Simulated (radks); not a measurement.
Initial-state core-level shifts of the antimony ion Sb+ when its valence configuration changes from [Kr] 4d10 5s2 5p2. All-electron calculation, Dirac Kohn-Sham, LDA (Slater exchange, Perdew-Wang correlation), spin-unpolarised, spherical densities, finite nucleus; open shells are shared between the two j in proportion to 2j + 1; Fermi nuclear charge, rms radius 4.6802 fm. Program: a radial shooting solver on a logarithmic mesh with Libxc functionals. Shifts are changes of the shell-averaged eigenvalues in eV (positive: less bound); the change of the density at the nucleus, which sets a Mossbauer isomer shift, is in e/bohr^3, on a base of 2.081e+05.

valence                1s       2s       3d       4p  density at nucleus
4d10 5s1.5 5p2.5   -0.752   -0.737   -0.744   -0.733              -25.16
4d9 5s2 5p3        -8.569   -9.059   -8.756   -7.155              +22.39
4d8 5s2 5p4       -17.363  -18.406  -17.728  -14.275              +45.89
4d9.5 5s2 5p2.5    -4.257   -4.494   -4.351   -3.582              +11.05
4d7 5s2 5p5       -26.390  -28.049  -26.919  -21.370              +70.45
4d10 5s0.5 5p3.5   -2.207   -2.163   -2.187   -2.153              -77.70
4d7 5s1 5p6       -27.647  -29.297  -28.183  -22.574               +0.81
4d8 5s1 5p5       -18.684  -19.712  -19.049  -15.546              -17.63
4d10 5s1 5p3       -1.487   -1.457   -1.473   -1.450              -51.06
